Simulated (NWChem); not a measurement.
Species: SiH$_{4}$O$_{2}$; SMILES O[SiH2]O

```xyz
7

Si     0.0000     0.0000    -0.4664
O     -1.3854     0.0492     0.4484
O      1.3854    -0.0492     0.4484
H     -0.0668     1.2366    -1.2909
H      0.0668    -1.2366    -1.2909
H     -1.5856    -0.7350     0.9681
H      1.5856     0.7350     0.9681
```
Atoms are numbered in this order, from 1.

The geometry was optimised at PBE0/def2-SVP.

Symmetry labels are those of C2 in the frame above (b1 and b2, or b-type labels, depend on it).

**Question.** List the 4 lowest vertical singlet excitations from B3LYP/def2-SVPD, TDA (NWChem).

**Answer.** 
```json
[
 {"state": "S1", "energy (eV)": "7.43", "oscillator strength": "0.006", "symmetry": "b", "leading excitation (squared amplitude)": "HOMO → LUMO (0.96)"},
 {"state": "S2", "energy (eV)": "7.82", "oscillator strength": "0.039", "symmetry": "b", "leading excitation (squared amplitude)": "HOMO−1 → LUMO (0.93)"},
 {"state": "S3", "energy (eV)": "7.90", "oscillator strength": "0.040", "symmetry": "a", "leading excitation (squared amplitude)": "HOMO−2 → LUMO (0.53)"},
 {"state": "S4", "energy (eV)": "8.13", "oscillator strength": "0.012", "symmetry": "a", "leading excitation (squared amplitude)": "HOMO → LUMO+1 (0.51)"}
]
```
